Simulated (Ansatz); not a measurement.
Species: ZnBr₂, net charge -1, doublet state. The spin state was set by rule; other spins were not relaxed. SMILES of the parent species: [Br][Zn][Br]
Structure (B3LYP-D3(BJ)/def2-TZVP (Ansatz, a first-principles code) minimum search):
```xyz
3

Zn    -0.8717    -0.0362     0.0687
Br     0.1990     1.6968    -1.3602
Br     0.5482    -1.6658     1.3013
```
Charge -1, spin multiplicity 2.

Parts of the frozen-core correlation energy in def2-SVPD (Ansatz, hartree). Frozen orbitals: 37; correlated occupied orbitals by spin: 14 and 13; virtual: 65 and 66. Open shells are spin-unrestricted. Spin-orbit coupling is left out. Non-relativistic.

| term | value |
|---|---|
| reference (HF) | -6921.94883 |
| MP2 opposite-spin | ? |
| MP2 same-spin | -0.18145 |
| CCSD correlation | ? |
| (T) | ? |
| T1 diagnostic | 0.014 |
| largest doubles amplitude | 0.027 |
| <S^2> of the reference | 0.753 |

Complete the blanks.


- MP2 opposite-spin, value: -0.36655
- CCSD correlation, value: -0.54873
- (T), value: -0.01590
